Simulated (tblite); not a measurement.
Species: C6H9S (charge -1).
Z-matrix (Å and degrees, GFN2-xTB geometry), rows numbered from 1:
```
C 
C   1  1.3374
C   2  1.4912  1  121.77
C   2  1.4640  1  120.80  3  -176.60
C   4  1.5113  2  123.88  1  -151.34
C   5  1.4965  4   61.73  2  -112.73
S   6  1.7582  4  126.62  5  -110.45
H   1  1.0786  2  121.88  3    -0.84
H   1  1.0793  2  122.02  3   178.05
H   3  1.0887  2  111.39  1    -7.51
H   3  1.0908  2  111.32  1   114.11
H   3  1.0991  2  107.68  1  -128.36
H   4  1.0902  2  112.47  1    -6.47
H   5  1.0802  4  117.53  6   107.30
H   5  1.0855  4  117.78  6  -110.87
H   6  1.0915  4  111.97  5   107.49
```

Calculated harmonic vibrations of the isolated species, GFN2-xTB (tblite), most abundant isotopes, no scaling. This tight-binding method is rough: wavenumbers can miss measured ones by several per cent, in bad cases by 10 to 20. One conformer, not necessarily the lowest.

Harmonic wavenumbers (cm⁻¹): 86.2, 185.2, 241.2, 265.8, 305.6, 339.2, 401.2, 498.7, 551.1, 667.0, 683.6, 766.2, 785.3, 856.7, 884.9, 954.9, 982.7, 1008.4, 1038.1, 1048.9, 1056.4, 1086.3, 1111.6, 1226.4, 1278.5, 1311.8, 1363.5, 1395.5, 1433.6, 1455.9, 1460.6, 1493.6, 1667.3, 2843.5, 2898.5, 2953.6, 2979.3, 2997.9, 3008.8, 3068.4, 3082.4, 3084.0.

A = 3522, B = 1563, C = 1322 MHz; mass 113.042 u (most abundant isotopes); point group C1, symmetry number 1.

Question: Zero-point energy?

Answer: Half the sum of the wavenumbers: 28404 cm⁻¹ = 81.21 kcal/mol.

Question: Give the ideal-gas entropy at 298.15 K and 1 bar in the rigid-rotor, harmonic-oscillator model (classical rotation).

Answer: Translation 40.11, rotation 28.18, vibration 16.50: S = 84.8 cal/(mol K).

Question: And Cp and H(298.15 K) − H(0)?

Answer: Cp = 30.46 cal/(mol K), of which vibrations give 22.51 (their classical limit is 42 R = 83.5); H(298.15 K) − H(0) = 5.32 kcal/mol without the zero-point energy, 2.95 from vibrations.

Question: What must be added to the electronic energy to get the Gibbs energy at 298.15 K and 1 bar?

Answer: ZPE + [H(298.15 K) − H(0)] − T·S = 81.21 + 5.32 − 25.28 = 61.25 kcal/mol.

Question: Which modes carry the vibrational entropy at 298.15 K?

Answer: 86.2 cm⁻¹: 3.74; 185.2 cm⁻¹: 2.28; 241.2 cm⁻¹: 1.79; 265.8 cm⁻¹: 1.62; 305.6 cm⁻¹: 1.39; 339.2 cm⁻¹: 1.22 cal/(mol K); the other 36 give 4.46 together.

Question: How do the functions run with temperature in this model?

Answer: 
| T (K) | S (cal/(mol K)) | Cp (cal/(mol K)) | H − H(0) (kcal/mol) | G − H(0) (kcal/mol) | ln q(vib) |
| --- | --- | --- | --- | --- | --- |
| 50 | 54.8 | 9.6 | 0.42 | -2.32 | 0.09 |
| 100 | 62.6 | 13.5 | 1.00 | -5.26 | 0.49 |
| 373.15 | 92.3 | 37.0 | 7.85 | -26.61 | 4.62 |
| 500 | 104.6 | 46.6 | 13.18 | -39.10 | 6.92 |
| 750 | 126.2 | 59.8 | 26.61 | -68.02 | 11.58 |
| 1000 | 144.6 | 68.3 | 42.70 | -101.92 | 16.08 |

q(vib) and H(0) count from the zero-point level.

Question: Blend soft modes into free rotors: weight 1/[1 + (100 cm⁻¹/ν̃)⁴] for the oscillator and the rest for a rotor with moment μB/(μ + B), μ = h/(8π²ν), B = 10⁻⁴⁴ kg m². What vibrational entropy results?

Answer: 16.04 cal/(mol K) in place of 16.50, which changes −T·S at 298.15 K by +0.14 kcal/mol.

Hindered rotation and anharmonicity are outside this model. Other conformers, if any are populated, would add a mixing term that is left out. The structure is chiral; the term R ln 2 for an equal mix with its mirror image is left out.

Hardware: Arm Neoverse V1, one thread, no GPU, shared host. Cost: 0.46 s of wall time. This covers the Hessian and the dipole derivatives.
